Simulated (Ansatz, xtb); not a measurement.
**Relative energy of two structures of CH7BO4**

Structure a: a singlet given by its coordinates. Structure b: `OC(O)O[BH2-][OH2+]`, a singlet. Both are isolated molecules in the gas phase, relaxed with PBE0-D4/def2-SVP; the shapes shown needn't be the lowest conformers.

a (Å):

```yaml
atoms:
  - { symbol: C, position_ang: [-0.3071, -0.0706, -0.6891] }
  - { symbol: B, position_ang: [-1.0510, -1.0554, 0.3713] }
  - { symbol: O, position_ang: [-1.2472, -2.4563, -0.5730] }
  - { symbol: O, position_ang: [-0.2400, -1.4470, 1.4506] }
  - { symbol: O, position_ang: [-0.7252, 1.2475, -0.5809] }
  - { symbol: O, position_ang: [-0.5877, -0.5959, -2.0005] }
  - { symbol: H, position_ang: [-0.4880, -2.9977, -0.3124] }
  - { symbol: H, position_ang: [-2.2083, -0.7131, 0.6011] }
  - { symbol: H, position_ang: [-0.7590, -1.6565, 2.2301] }
  - { symbol: H, position_ang: [0.7903, -0.0564, -0.5499] }
  - { symbol: H, position_ang: [-1.6570, 1.2243, -0.3294] }
  - { symbol: H, position_ang: [-0.1445, -0.0704, -2.6756] }
  - { symbol: H, position_ang: [-1.0234, -2.0550, -1.4602] }
```

Close contacts (Å): C1–B2 1.63, C1–O5 1.39, C1–O6 1.44, B2–O3 1.70, B2–O4 1.41, C1–H10 1.11, B2–H8 1.23, O3–H7 0.97, O3–H13 1.00, O4–H9 0.96, O5–H11 0.97, O6–H12 0.96.

b (Å):

```yaml
atoms:
  - { symbol: C, position_ang: [1.4951, -0.3425, 0.4076] }
  - { symbol: B, position_ang: [0.1176, 1.6068, 0.5719] }
  - { symbol: O, position_ang: [2.6118, -0.8347, -0.2270] }
  - { symbol: O, position_ang: [0.4054, -1.2365, 0.1242] }
  - { symbol: O, position_ang: [1.2218, 0.9057, -0.0532] }
  - { symbol: O, position_ang: [-1.2185, 0.7696, 0.0547] }
  - { symbol: H, position_ang: [2.9342, -0.1078, -0.7753] }
  - { symbol: H, position_ang: [1.6039, -0.3668, 1.5085] }
  - { symbol: H, position_ang: [0.6706, -1.7176, -0.6725] }
  - { symbol: H, position_ang: [0.0572, 1.4763, 1.7831] }
  - { symbol: H, position_ang: [-0.0270, 2.7232, 0.1151] }
  - { symbol: H, position_ang: [-1.3837, 1.0137, -0.8650] }
  - { symbol: H, position_ang: [-0.8584, -0.1647, 0.0350] }
```

Quicker runs give these differences E(b) − E(a): GFN2-xTB −0.639 eV; HF/STO-3G −0.457 eV (at GFN2-xTB geometries); r2SCAN-D4/def2-SVP +0.097 eV (at GFN2-xTB geometries).

Estimate which is lower in electronic energy at CCSD(T)/def2-SVP + ΔMP2/def2-TZVPP, and by roughly how much.

The CCSD(T)/def2-SVP + ΔMP2/def2-TZVPP calculation puts structure a lower, by 0.157 eV.

How the difference moves with the method:

| level | geometry | E(b) − E(a) (eV) | departure from the last row (eV) | job, with rough time for the two |
| --- | --- | --- | --- | --- |
| GFN2-xTB | GFN2-xTB | −0.639 | −0.796 | optimisation, 0.52 s |
| HF/STO-3G | GFN2-xTB | −0.457 | −0.614 | single point, 0.4 s |
| r2SCAN-D4/def2-SVP | GFN2-xTB | +0.097 | −0.060 | single point, 4.7 s |
| PBE0-D4/def2-SVP | PBE0-D4/def2-SVP | +0.104 | −0.053 | optimisation, 68 s |
| HF/def2-SVP | PBE0-D4/def2-SVP | +0.015 | −0.142 | part of the CCSD(T) run |
| MP2/def2-SVP | PBE0-D4/def2-SVP | +0.104 | −0.053 | part of the CCSD(T) run |
| CCSD(T)/def2-SVP | PBE0-D4/def2-SVP | +0.078 | −0.079 | single point |
| CCSD(T)/def2-SVP + ΔMP2/def2-TZVPP | PBE0-D4/def2-SVP | +0.157 |  | single point, 67 s |

GFN2-xTB, HF/STO-3G put the two in the other order. HF/def2-SVP finds them nearly level. The largest departure from CCSD(T)/def2-SVP + ΔMP2/def2-TZVPP is that of GFN2-xTB, 0.796 eV. The last row adds to CCSD(T) the change of the MP2 difference between the two basis sets, here +0.079 eV.

With thermal terms from frequencies at re-optimised GFN2-xTB minima (ideal gas, soft modes damped towards free rotors, one conformer each, 298.15 K, 1 atm): the zero-point term adds −0.028 eV; ΔH is +0.121 and ΔG +0.136 eV.

The correlated steps freeze 6 core orbitals. Run with Ansatz 0.2.0, xtb 6.7.1; the last row on 2 threads of Arm Neoverse V1 on a shared host.
